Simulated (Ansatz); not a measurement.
Born–Oppenheimer molecular dynamics of C₂H₇ClO₂Si (13 atoms, charge 0, multiplicity 1). It starts from a relaxed structure.

Method: Ansatz, RKS PBE/6-31G.

```
ensemble        : NVT, Nosé–Hoover chain
time step       : 0.5 fs
steps asked     : 461
set temperature : 400 K
thermostat      : time constant 100 fs, chain length 3
seed            : 353019
```

First frame:

```xyz
13
Properties=species:S:1:pos:R:3
Si 0.179 -0.159 0.400
H 0.102 0.724 1.609
O 1.834 -0.171 -0.038
C 2.403 -0.979 -1.122
H 2.042 -0.621 -2.103
H 3.492 -0.846 -1.060
H 2.147 -2.044 -0.995
Cl -1.091 0.735 -1.182
O -0.342 -1.785 0.624
C -1.679 -2.340 0.427
H -2.339 -2.071 1.270
H -2.128 -1.985 -0.517
H -1.559 -3.432 0.392
```

Question: How far do the bonds stretch over the last three quarters of this one trajectory? (Pairs bonded in most of those frames.)

Answer: 
```json
{"bond": "Si1–H2", "mean (Å)": "1.506", "spread (Å)": "0.010", "shortest": "1.49", "longest": "1.53"}
{"bond": "Si1–O3", "mean (Å)": "1.718", "spread (Å)": "0.037", "shortest": "1.64", "longest": "1.81"}
{"bond": "Si1–Cl8", "mean (Å)": "2.225", "spread (Å)": "0.039", "shortest": "2.15", "longest": "2.29"}
{"bond": "Si1–O9", "mean (Å)": "1.717", "spread (Å)": "0.028", "shortest": "1.65", "longest": "1.77"}
{"bond": "O3–C4", "mean (Å)": "1.469", "spread (Å)": "0.030", "shortest": "1.42", "longest": "1.52"}
{"bond": "C4–H5", "mean (Å)": "1.106", "spread (Å)": "0.022", "shortest": "1.06", "longest": "1.15"}
{"bond": "C4–H6", "mean (Å)": "1.105", "spread (Å)": "0.035", "shortest": "1.04", "longest": "1.17"}
{"bond": "C4–H7", "mean (Å)": "1.105", "spread (Å)": "0.010", "shortest": "1.08", "longest": "1.13"}
{"bond": "O9–C10", "mean (Å)": "1.459", "spread (Å)": "0.025", "shortest": "1.41", "longest": "1.51"}
{"bond": "C10–H11", "mean (Å)": "1.107", "spread (Å)": "0.027", "shortest": "1.06", "longest": "1.15"}
{"bond": "C10–H12", "mean (Å)": "1.111", "spread (Å)": "0.040", "shortest": "1.04", "longest": "1.18"}
{"bond": "C10–H13", "mean (Å)": "1.104", "spread (Å)": "0.020", "shortest": "1.06", "longest": "1.15"}
```

Mean temperature of the second half: 299 K. The conserved energy stayed within 0.31 meV per atom of its start (net change 0.19 meV per atom), so the integration is sound. The mean temperature of the second half is 25 % below the set value. A run of 0.23 ps of so small a system gives no equilibrium averages. Limits of this set-up: no polarisation functions.

The run took 32 min on 1 thread of Intel(R) Xeon(R) Platinum 8488C (Sapphire Rapids) (shared host), peak memory 0.17 GiB.
